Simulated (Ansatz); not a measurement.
One change: `[CH3][GeH]([Cl])[Cl]` becomes `[Cl][GeH]([Cl])[GeH3]`.

Ansatz, PBE0-D4/def2-TZVP geometries, multiplicity 1. 

Scalar relativity is left out up to krypton.

| property | `[CH3][GeH]([Cl])[Cl]` |
| --- | --- |
| LUMO energy (B3LYP/def2-TZVPP) / eV | -0.62 |
| HOMO energy (PBE/def2-TZVPP) / eV | -7.38 |
| HOMO–LUMO gap (PBE0/def2-TZVPP) / eV | 8.42 |
| HOMO energy (PBE0/def2-TZVPP) / eV | -8.73 |
| LUMO energy (PBE/def2-TZVPP) / eV | -1.31 |
| size of the dipole moment (PBE/def2-TZVPP) / D | 2.62 |

**Question.** Give the same properties after the change, and the shifts. (Best estimate.)

**Answer.** Computed: 
```tsv
property	`[Cl][GeH]([Cl])[GeH3]`	shift
LUMO energy (B3LYP/def2-TZVPP) / eV	-1.21	-0.59
HOMO energy (PBE/def2-TZVPP) / eV	-7.05	0.33
HOMO–LUMO gap (PBE0/def2-TZVPP) / eV	7.33	-1.09
HOMO energy (PBE0/def2-TZVPP) / eV	-8.25	0.48
LUMO energy (PBE/def2-TZVPP) / eV	-1.84	-0.53
size of the dipole moment (PBE/def2-TZVPP) / D	2.43	-0.19
```

With PBE0 the HOMO rises by 0.48 eV and the LUMO falls by 0.60 eV, so the gap narrows by about 1.08 eV. PBE moves the HOMO by 0.33 eV and ωB97M-V by 0.66 eV. Dipoles are sizes alone; their direction can turn.

B3LYP here is the variant with VWN-RPA as its local correlation; programs differ in this.
